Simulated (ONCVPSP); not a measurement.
# What one change does to a pseudopotential (copper, ONCV)

* Element: Cu
* Generator: ONCVPSP 4.0.1
* Type: optimised norm-conserving Vanderbilt (ONCV)
* Functional: PBE
* Relativity: scalar-relativistic
* Frozen core: [Ne]
* Valence charge: 19
* Reference configuration: 3s2 3p6 3d10 (charge +1)
* Partial waves: 3s: rc 0.65 bohr, ncon 4, nbas 7, qcut 10.7 1/bohr, 3 projectors, debl 0.6 Ha; 3p: rc 1.00 bohr, ncon 4, nbas 7, qcut 14.3 1/bohr, 1 projector; 3d: rc 1.05 bohr, ncon 4, nbas 8, qcut 15.4 1/bohr, 1 projector
* Local potential: polynomial inside 0.60 bohr (lpopt 1, dvloc0 3 Ha)
* Core correction: none

In the s channel the program set the typed energies aside and used -4.532, 0.250, 0.850 Ha.

All-electron outer shells of the reference configuration (PBE, scalar-relativistic, ld1.x):

```csv
shell,level (eV),outermost node (bohr),outermost maximum (bohr)
3s,-123.32,0.29,0.61
3p,-80.79,0.26,0.62
3d,-13.66,–,0.60
```

Change: s: qcut 8; p: qcut 10.7; d: qcut 11.6.

Cutoffs: the cutoffs (Ha) at which the residual kinetic energy of the hardest occupied pseudo-wave falls to 1 and 0.1 mHa per electron; they do not see the model core or the augmentation charge, which bear on the density cutoff. Errors are all-electron minus pseudo energies relative to the spin-unpolarised reference configuration.

Problem. Predict the effect on cutoff, ghosts and configuration errors.

Solution. The potential gets harder (210 Ha and 273 Ha → 275 Ha and 317 Ha); both files keep a bound ghost (s); of the 4 tests that both files solve, the error grows in 2 and shrinks in 0 by more than 15 % and 0.3 meV (median size 2.2 → 3.2 meV).

```tsv
quantity	base	changed
cutoff, loose	210 Ha	275 Ha
cutoff, tight	273 Ha	317 Ha
loose cutoff by channel	s 210 Ha, p 45 Ha, d 91 Ha	s 275 Ha, p 45 Ha, d 85 Ha
bound ghosts	s	s
GHOST(+) flags under 300 eV	none	none
error for 3s2 3p6 3d10 4s1, meV [ΔE -8.15 eV]	-0.2	+0.3
error for 3s2 3p6 3d9, meV [ΔE 21.33 eV]	-3.6	-5.7
error for 3s2 3p6 3d8, meV [ΔE 60.35 eV]	-8.3	-12
error for 3s2 3p6 3d9 4s1, meV [ΔE 3.43 eV]	+0.7	+0.7
s: phases at 0.66 bohr within 0.05 rad from the reference energy up to (Ha; the scan ends near 5)	to the end of the scan	to the end of the scan
p: phases at 1.01 bohr within 0.05 rad from the reference energy up to (Ha; the scan ends near 5)	3.8	3.9
d: phases at 1.06 bohr within 0.05 rad from the reference energy up to (Ha; the scan ends near 5)	3.9	3.3
```

 A true bound ghost makes a file unfit for plane-wave use even where its test errors are small: the radial tests pick states by their node count and pass the ghost by.
